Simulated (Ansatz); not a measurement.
Question: Name a neutral molecule of C, F, Si and H with LUMO energy (B3LYP/def2-TZVPP) between -0.50 and -0.20 eV and HOMO energy (B3LYP/def2-TZVPP) between -7.35 and -7.05 eV (Ansatz, PBE0-D4/def2-TZVP geometry).

Answer: `CC1=C[SiH]1F` (-0.41 eV, -7.31 eV); `C/C=C(\F)[SiH3]` (-0.32 eV, -7.13 eV); `C/C([SiH3])=C\F` (-0.22 eV, -7.25 eV). Other molecules can fit too; these were computed, each in one conformer that needn't be the lowest.

B3LYP here is the variant with VWN-RPA as its local correlation; programs differ in this.
